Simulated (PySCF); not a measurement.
# Correlation energy of Ga (gallium, neutral)

[Ar] 3d10 4s2 5s1, 2S determinant (an excited configuration). Calculation: PySCF 2.14, in x2c-TZVPPall with one added diffuse shell each of s, p, d type (7s6p5d1f, 57 functions); scalar relativity by spin-free X2C-1e. Frozen: [Ne]; 21 electrons correlated.

MP2 pair energies summed by pair of shells (mhartree):

```
 pair   energy  share (%)
3d-3d  -128.27       38.1
3p-3d   -91.40       27.1
4s-4s   -25.98        7.7
3d-4s   -23.14        6.9
3p-3p   -23.12        6.9
3s-3d   -20.20        6.0
3s-3p   -11.39        3.4
4s-5s    -6.17        1.8
3p-4s    -3.86        1.1
3s-3s    -1.47        0.4
3d-5s    -1.20        0.4
3s-4s    -0.42        0.1
3p-5s    -0.17        0.1
3s-5s    -0.02        0.0
```

Total MP2 correlation energy: -336.81 mhartree.

Same-spin part -107.78 and opposite-spin part -229.03 mhartree; SCS-MP2 scales them by 1/3 and 6/5 to -310.76 mhartree.

This basis was not built for core-valence correlation, so the inner-shell part is incomplete.
